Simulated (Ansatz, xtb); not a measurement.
Ranking isomers of C5H6BP

3 gas-phase structures of C5H6BP, from a drawn sample of its isomers (lower ones may exist). Each was relaxed with GFN2-xTB:

A. `BC1=CC=CP=C1`, a singlet
B. `BC1=CC=CC=P1`, a singlet
C. `BC1=CC=PC=C1`, a singlet

Problem. Make a reasoned guess at their ranking by r2SCAN-D4/def2-SVP single-point energy.

Solution. Calculated order at r2SCAN-D4/def2-SVP: B (0.000), C (0.041), A (0.104) eV. Less than 1 kcal/mol parts B and C, so the order within that pair means little.

Energies above the lowest of each column, in eV; the last columns are at B3LYP-D3(BJ)/def2-SVP geometries:

| structure | GFN2-xTB | HF/STO-3G | r2SCAN-D4/def2-SVP | B3LYP-D3(BJ)/def2-SVP | CCSD(T)/def2-SVP + ΔMP2/def2-TZVPP |
| --- | --- | --- | --- | --- | --- |
| B | 0.037 | 0.038 | 0.000 | 0.000 | 0.000 |
| C | 0.000 | 0.000 | 0.041 | 0.037 | 0.039 |
| A | 0.056 | 0.087 | 0.104 | 0.102 | 0.095 |

CCSD(T)/def2-SVP + ΔMP2/def2-TZVPP has B and C within 1 kcal/mol of each other at the bottom, and every level picks one of them. Flexible structures stand in one conformer each, not always the lowest. ΔMP2 is the change of the MP2 energy from the smaller to the larger basis.

Programs: Ansatz 0.2.0, xtb 6.7.1.
